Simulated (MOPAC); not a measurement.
MOPAC input (AM1):

```
AM1 FORCE THERMO(298,298) PRECISE LET CHARGE=-1 GEO-OK AUX(PRECISION=9) THREADS=1
CH7OSi2

C    -1.89176001 1   -0.94537081 1   -0.11299264 1
Si   -0.92772932 1    0.60502629 1   -0.17565366 1
O     0.49877283 1    0.68022083 1    0.82523329 1
Si    1.77355411 1   -0.29808433 1    0.11042971 1
H    -1.35396657 1   -1.77455774 1   -0.62741838 1
H    -2.06481424 1   -1.26501890 1    0.93976389 1
H    -2.88565995 1   -0.83298431 1   -0.60155181 1
H    -0.77568785 1    0.97833316 1   -1.58647977 1
H    -1.83110428 1    1.63805128 1    0.36009710 1
H     1.84733371 1   -1.72865983 1    0.39042112 1
H     2.63987277 1    0.26302980 1   -0.92144460 1
```

Output:

```
 *******************************************************************************
 **                                                                           **
 **                              MOPAC v23.2.5                                **
 **                                                                           **
 *******************************************************************************
 ** MOPAC's Digital Object Identifier: https://doi.org/10.5281/zenodo.6511958 **
 **                                                                           **
 ** Please cite the open-source release paper for use of this MOPAC version:  **
 ** J. E. Moussa and J. J. P. Stewart (2026)                                  **
 ** MOPAC: An open-source semiempirical molecular orbital program             **
 ** J. Open Source Softw., 11(119), 8025, https://doi.org/10.21105/joss.08025 **
 *******************************************************************************

                              AM1 CALCULATION RESULTS

 *******************************************************************************
 *  AM1        - The AM1 Hamiltonian to be used
 *  GEO-OK     - OVERRIDE INTERATOMIC DISTANCE AND OTHER SAFETY CHECKS
 *
 *
 *
 *                 CHARGE ON SYSTEM = -1
 *
 *
 *
 *  LET        - OVERRIDE SOME SAFETY CHECKS
 *  PRECISE    - TIGHTER CRITERIA TO BE USED
 *  FORCE      - FORCE CALCULATION SPECIFIED
 *  AUX        - OUTPUT AUXILIARY INFORMATION
 *  THERMO     - THERMODYNAMIC QUANTITIES TO BE CALCULATED
 *******************************************************************************
AM1 FORCE THERMO(298,298) PRECISE LET CHARGE=-1 GEO-OK AUX(PRECISION=9) THREADS=1
 CH7OSi2

   ATOM   CHEMICAL          X               Y               Z
  NUMBER   SYMBOL      (ANGSTROMS)     (ANGSTROMS)     (ANGSTROMS)

     1       C         -1.89176001  *  -0.94537081  *  -0.11299264  *
     2      Si         -0.92772932  *   0.60502629  *  -0.17565366  *
     3       O          0.49877283  *   0.68022083  *   0.82523329  *
     4      Si          1.77355411  *  -0.29808433  *   0.11042971  *
     5       H         -1.35396657  *  -1.77455774  *  -0.62741838  *
     6       H         -2.06481424  *  -1.26501890  *   0.93976389  *
     7       H         -2.88565995  *  -0.83298431  *  -0.60155181  *
     8       H         -0.77568785  *   0.97833316  *  -1.58647977  *
     9       H         -1.83110428  *   1.63805128  *   0.36009710  *
    10       H          1.84733371  *  -1.72865983  *   0.39042112  *
    11       H          2.63987277  *   0.26302980  *  -0.92144460  *

          CARTESIAN COORDINATES

    NO.       ATOM           X           Y           Z

     1         C         -1.8918     -0.9454     -0.1130
     2        Si         -0.9277      0.6050     -0.1757
     3         O          0.4988      0.6802      0.8252
     4        Si          1.7736     -0.2981      0.1104
     5         H         -1.3540     -1.7746     -0.6274
     6         H         -2.0648     -1.2650      0.9398
     7         H         -2.8857     -0.8330     -0.6016
[...]
 VIBRATION         23   23A           ATOM PAIR      ENERGY CONTRIBUTION    RADIAL
 FREQUENCY          2265.35         Si 4 -- H 10         +53.5% ( 74.0%)     99.0%
 TRANSITION DIPOLE   0.3494         Si 4 -- H 11         +46.1% ( 68.7%)     98.7%
 TRAVEL (Ang.)       0.2387         Si 2 -- Si 4          +0.2% (  5.0%)      0.0%
 REDUCED MASS        0.5225         O  3 -- Si 4          +0.2% (  4.9%)      0.0%
 EFFECTIVE MASS      1.4590
 FORCE CONSTANT      1.5797

 VIBRATION         24   24A           ATOM PAIR      ENERGY CONTRIBUTION    RADIAL
 FREQUENCY          2273.59         Si 4 -- H 11         +53.7% ( 72.7%)     98.7%
 TRANSITION DIPOLE   0.3730         Si 4 -- H 10         +46.0% ( 67.3%)     98.2%
 TRAVEL (Ang.)       0.2442         Si 2 -- Si 4          +0.1% (  3.3%)     56.4%
 REDUCED MASS        0.4975         O  3 -- Si 4          +0.1% (  3.2%)     97.4%
 EFFECTIVE MASS      1.1682
 FORCE CONSTANT      1.5153

 VIBRATION         25   25A           ATOM PAIR      ENERGY CONTRIBUTION    RADIAL
 FREQUENCY          3070.94         C  1 -- H  5         +60.7% ( 80.2%)     98.8%
 TRANSITION DIPOLE   0.1509         C  1 -- H  6         +33.5% ( 59.6%)     94.1%
 TRAVEL (Ang.)       0.2087         C  1 -- H  7          +5.0% ( 23.0%)     55.5%
 REDUCED MASS        0.5042         C  1 -- Si 2          +0.9% (  9.6%)      0.0%
 EFFECTIVE MASS      1.4738
 FORCE CONSTANT      2.8014

 VIBRATION         26   26A           ATOM PAIR      ENERGY CONTRIBUTION    RADIAL
 FREQUENCY          3073.43         C  1 -- H  7         +61.7% ( 80.8%)     98.9%
 TRANSITION DIPOLE   0.0772         C  1 -- H  6         +32.3% ( 58.4%)     94.0%
 TRAVEL (Ang.)       0.2076         C  1 -- H  5          +5.1% ( 23.3%)     57.0%
 REDUCED MASS        0.5092         C  1 -- Si 2          +0.9% (  9.6%)      0.0%
 EFFECTIVE MASS      1.4746
 FORCE CONSTANT      2.8339

 VIBRATION         27   27A           ATOM PAIR      ENERGY CONTRIBUTION    RADIAL
 FREQUENCY          3170.02         C  1 -- H  6         +33.7% ( 55.8%)     97.1%
 TRANSITION DIPOLE   0.1067         C  1 -- H  5         +33.6% ( 55.7%)     97.1%
 TRAVEL (Ang.)       0.2549         C  1 -- H  7         +32.6% ( 54.8%)     96.9%
 REDUCED MASS        0.3273         C  1 -- Si 2          +0.2% (  3.8%)     99.9%
 EFFECTIVE MASS      1.1210
 FORCE CONSTANT      1.9379

      SYMMETRY NUMBER FOR POINT-GROUP C1  =  1

          SYSTEM IS A GROUND STATE

 CH7OSi2

          MOLECULE IS NOT LINEAR

          THERE ARE 27 GENUINE VIBRATIONS IN THIS SYSTEM
          THIS THERMODYNAMICS CALCULATION IS LIMITED TO
          MOLECULES WHICH HAVE NO INTERNAL ROTATIONS

                    CALCULATED THERMODYNAMIC PROPERTIES
                                          *
   TEMP. (K)   PARTITION FUNCTION   H.O.F.    ENTHALPY  HEAT CAPACITY ENTROPY
                                   KCAL/MOL   CAL/MOLE    CAL/K/MOL  CAL/K/MOL

 298.00  VIB.     0.1179D+03                  3124.5455    20.1970    19.9636
         ROT.     0.1268D+06                   888.2803     2.9808    26.3312
         INT.     0.1495D+08                  4012.8258    23.1778    46.2949
         TRA.     0.8425D+27                  1480.4672     4.9680    39.4424
         TOT.                      -97.869    5493.2929    28.1458    85.7372

   *: NOTE: HEATS OF FORMATION ARE RELATIVE TO THE
            ELEMENTS IN THEIR STANDARD STATE AT 298K
              (=  Standard Enthalpy of Formation).

            Hvib:  Zero-point energy is not included.
                   frequencies of less than zero cm-1 are not included.
            Hrot = (3/2)RT
            Htra = (3/2)RT + pV = (5/2)RT

            Heat capacity is Cp, not Cv

          For more information, see: HTTP://OpenMOPAC.net/Manual/thermochemistry.html

           FORCE CONSTANT IN CARTESIAN COORDINATES (Millidynes/A)

    ATOM   CHEMICAL       X               Y               Z
   NUMBER   SYMBOL  FORCE CONSTANT  FORCE CONSTANT  FORCE CONSTANT

      1       C        5.103803        7.436010        7.372852
      2      Si        4.201424        5.936524        4.229914
      3       O        1.271833        4.216310        3.949523
      4      Si        3.374378        1.985681        5.139704
      5       H        1.223871        1.051947        4.361455
      6       H        1.202568        2.527702        2.895146
      7       H        1.246285        4.551573        0.831606
      8       H        0.515004        1.383447        1.468011
      9       H        0.471637        0.746650        2.171399
     10       H        1.972300        0.875629        0.383513
     11       H        1.380470        0.243117        1.610662

 **********************
 *                    *
 * JOB ENDED NORMALLY *
 *                    *
 **********************

 == MOPAC DONE ==
```

The dipole moment of an ion depends on the origin.
